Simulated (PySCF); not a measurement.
## Mg (magnesium, neutral): UHF calculation

Configuration: [Ne] 3s1 3d1, high-spin 3D determinant (an excited configuration). Computed with PySCF 2.14 in aug-cc-pCVTZ, with the non-relativistic Hamiltonian (point nucleus).

```json
{
 "Total energy": "-199.405029 hartree",
 "One-electron energy": "-277.7367 hartree",
 "Hartree (Coulomb) energy": "94.2810 hartree",
 "Exchange energy": "-15.9493 hartree",
 "Kinetic energy": "199.49836 hartree",
 "⟨S²⟩": "2.0001",
 "⟨L²⟩": "6.000",
 "Sum of ⟨r⟩": "14.44 bohr",
 "Sum of ⟨r²⟩": "50.80 bohr²",
 "Traceless quadrupole moment −½Σ⟨3z² − r²⟩ along its main axis": "10.3 e·bohr²",
 "Density at the nucleus (Gaussians lack the cusp)": "1070 bohr⁻³",
 "Spin density at the nucleus": "1.85 bohr⁻³",
 "Langevin diamagnetic susceptibility": "-40.2 ×10⁻⁶ cm³/mol"
}
```

| shell | electrons | mean orbital energy (hartree) | spread (hartree) | rms radius, mean of both spins (bohr) |
| --- | --- | --- | --- | --- |
| 1s α | 1 | -49.17828 | 0 | 0.152 |
| 1s β | 1 | -49.17108 | 0 | 0.152 |
| 2s α | 1 | -3.91065 | 0 | 0.756 |
| 2s β | 1 | -3.89431 | 0 | 0.756 |
| 2p α | 3 | -2.42300 | 0.00074 | 0.771 |
| 2p β | 3 | -2.41715 | 0.00088 | 0.771 |
| 3s α | 1 | -0.36324 | 0 | 3.17 |
| 3d α | 1 | -0.03530 | 0 | 6.00 |

The outer electron is Rydberg-like, and this basis confines it to a smaller radius and binds it less than a complete one would.

Spin-orbit constants ζ (cm⁻¹) from the X2C one-electron operator on these orbitals (non-relativistic here): bare nucleus, nucleus screened by l(l+1)(2l+1)/3 electrons, and screened by the Breit-Pauli mean field of the electrons.

```tsv
shell	bare	screened nucleus	mean field
2p	1734	1445	1313
3d	0.8837	0.1473	0.05482
```

To first order the Landé constant is A = 0.02741 cm⁻¹, so the lowest level has J = 1 and lies 1.02e-05 eV below the centre of the term. This holds in LS coupling only.
